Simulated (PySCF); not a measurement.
Al(All)(F)(Me), SMILES C=C[CH2][Al]([CH3])[F] (C4H8AlF) at its CAM-B3LYP/def2-SVP optimised geometry (Å):

```
14

Al    -0.1481    -0.5125     0.0000
C     -1.2767     1.0850     0.0000
C     -1.4508     0.8731     1.4665
C     -0.4974     1.0413     2.4016
H     -2.2209     1.0760    -0.5552
H     -0.6924     1.9860    -0.2368
H     -2.3901     0.4027     1.7827
H      0.4641     1.5107     2.1684
H     -0.6726     0.7653     3.4432
F     -0.9372    -1.9860     0.0159
C      1.7897    -0.5125     0.0000
H      2.1904    -1.2109     0.7509
H      2.2209     0.4818     0.1916
H      2.1645    -0.8499    -0.9807
```

Level of theory: CAM-B3LYP/def2-TZVP (PySCF). Cells within 0.4 Å of a nucleus heavier than hydrogen are left out (blank, or x).

Map of the Laplacian of the electron density (e/bohr⁵), clipped to [-1.50, 1.50] on the plane z = 0.0 Å:

```
|44444444444444444444444444444|
|44444444444444444444444444444|
|44444444444444444444444444444|
|44444444444444444444444444444|
|44444444444444444444444444444|
|44444444444444444444444444444|
|44444444444444444444444444444|
|44444444444444444444444444444|
|44444444444304444444444444444|
|44444444442134444444444444444|
|444444443xxx44444444444444444|
|444444443xxx44444444444444444|
|44444444443134444444424444444|
|44444444444344544444204444444|
|44444444444479984443024444444|
|4444444444459xx9431xx34444444|
|4444444444459xx9531xx44444444|
|44444444444599994444344444444|
|44444444456666544444444444444|
|44444444467x46444444444444444|
|4444444447xxx8544444444444444|
|44444444474xx7544444444444444|
|44444444457885444444444444444|
|44444444445554444444444444444|
|44444444444444444444444444444|
|44444444444444444444444444444|
|44444444444444444444444444444|
|44444444444444444444444444444|
|44444444444444444444444444444|
```
Scale: ten equal steps from -1.14 (start of '0') to 1.50 (end of '9'), in the order '0123456789'; x runs from -4.50 to 4.50, y from -4.50 (bottom) to 4.50 (top).
